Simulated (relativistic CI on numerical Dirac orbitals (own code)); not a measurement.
# How well does a small relativistic CI reproduce O IV?

Method of calculation: Dirac-Coulomb-Breit CI, KLI orbitals optimised for each configuration, QED by a radiative potential, valence Slater integrals scaled by 0.85, P86 correlation estimate, and configurations built on the next ion tied to the tabulated ionisation energy (semi-empirical) (own radial code, finite nucleus).

CI space (outside the closed core 1s2): 2s²2p, 2s²3s, 2s²3p, 2s²3d, 2s²4s, 2s2p², 2p³, 2p²3s, 2p²3p, 2s2p3s, 2p²3d, 2s²4p, 2s2p3p, 2s²4d, 2s²4f, 2s2p3d, 2s2p4s, 2s3s², 2s2p4p, 2s2p4d, 2s2p4f, 2s3s3p, 2s3s3d, 2s3p². Levels of other configurations are missing.

```tsv
Configuration	Term (tabulated)	J	Measured (cm⁻¹)	Computed	Error	Purity (%)
2s²2p	2P°	1/2	0.0	0	0	97
2s²2p	2P°	3/2	385.9	379	-7	97
2s2p²	4P	1/2	71439.8	73641	2202	100
2s2p²	4P	3/2	71570.1	73769	2199	100
2s2p²	4P	5/2	71755.5	73945	2190	100
2s2p²	2D	5/2	126936.3	128374	1438	99
2s2p²	2D	3/2	126950.2	128390	1440	99
2s2p²	2S	1/2	164366.4	160682	-3684	100
2s2p²	2P	1/2	180480.8	178076	-2405	99
2s2p²	2P	3/2	180724.2	178312	-2412	99
2p³	4S°	3/2	231537.5	235550	4012	100
2p³	2D°	5/2	255155.9	262363	7207	99
2p³	2D°	3/2	255184.9	262395	7210	99
2p³	2P°	1/2	289015.4	292585	3570	96
2p³	2P°	3/2	289023.5	292591	3567	96
2s²3s	2S †	1/2	357614.3	342887	-14727	94
2s²3d	2D †	3/2	419533.9	405690	-13844	94
2s²3d	2D †	5/2	419550.6	405704	-13847	94
2s2p3s	4P°	1/2	438849.0	438840	-9	99
2s2p3s	4P°	3/2	438983.9	438972	-12	99
2s2p3s	4P°	5/2	439230.9	439215	-16	99
2s2p3s	2P°	1/2	452806.6	452063	-743	96
2s2p3s	2P°	3/2	453071.5	452328	-744	96
2s2p3p	2P	3/2	467344.9	469372	2027	63
2s2p3p	4D	1/2	468337.4	469075	737	56
2s2p3p	4D	3/2	468414.9	469193	778	65
2s2p3p	4D	5/2	468550.6	469396	845	99
2s2p3p	4D	7/2	468760.0	469603	843	99
2s2p3p	4S	3/2	474478.1	474151	-327	100
2s²4s	2S	1/2	485821.7	486545	723	89
2s2p3p	2S	1/2	492890.9	491402	-1488	89
2s2p3d	4F°	3/2	495169.0	496082	913	100
2s2p3d	4F°	5/2	495246.1	496156	910	100
2s²4p	2P°	1/2	499994.9	500383	388	64
2s²4p	2P°	3/2	500037.8	500418	380	85
2s2p3d	4P°	3/2	504208.9	503297	-912	98
2s2p3d	4P°	1/2	504282.3	503367	-915	99
2s²4d	2D	3/2	510569.7	510948	378	99
2s²4d	2D	5/2	510574.1	510953	379	99
2s2p3d	2P°	3/2	514220.4	513820	-400	76
2s2p3d	2P°	1/2	514371.3	513954	-417	75
2s2p3s	2P°	1/2	518699.0	517672	-1027	72
2s2p3s	2P°	3/2	518709.0	517661	-1048	73
2s2p3p	2P	3/2	549855.0	548090	-1765	94
2s2p3p	2S	1/2	554464.0	553041	-1423	90
2s2p4s	4P°	1/2	568901.0	569655	754	99
2s2p4s	4P°	3/2	569036.0	569789	753	99
```

Measured levels from Moore, Selected Tables of Atomic Spectra, NSRDS-NBS 3, section 10; pairs were made by configuration, J and term (by order where the table uses no LS term), so strongly mixed levels may be paired wrongly.

Mean error by configuration (cm⁻¹): 2s²2p -7; 2s2p² 121; 2p³ 5113; 2s2p3s -514; 2s2p3p 25; 2s²4s 723; 2s2p3d -137; 2s²4p 384; 2s²4d 378; 2s2p4s 754. Over the excited levels the mean absolute error is 1526 cm⁻¹ (46 of the 55 excited levels that our extract of the source holds in range could be paired, and the others can miss by more), and the median relative error of those above 1,000 cm⁻¹ is 0.18 %. † marks terms whose computed intervals miss the measured ones by more than a factor of 2.5, or configurations far off the rest, from wrong mixing, a near crossing or a doubtful label or measurement; they are left out of the means.
